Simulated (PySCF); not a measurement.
SnH4, optimised at PBE0/def2-TZVP:

```xyz
5

Sn    -0.0149     0.0093    -0.0167
H     -0.0155     0.6818    -1.5823
H     -0.0215    -1.6909    -0.1288
H      1.3800     0.5179     0.8194
H     -1.4025     0.5284     0.8250
```

Method: PySCF energies (xtb for GFN2) plus ideal-gas RRHO corrections (1 bar). All species are closed-shell singlets. Sn: scalar-relativistic def2 core potential, no spin-orbit coupling.

Problem. List the harmonic frequencies (cm⁻¹, unscaled) at this level and at the other levels, each on its own geometry.

Solution. 
- PBE0/def2-TZVP: 686, 686, 686, 755, 755, 1959, 1960, 1960, 1960
- GFN2-xTB: 675, 675, 675, 781, 781, 1685, 1926, 1926, 1926
- PBE/def2-SVP: 659, 659, 659, 730, 730, 1863, 1879, 1879, 1879
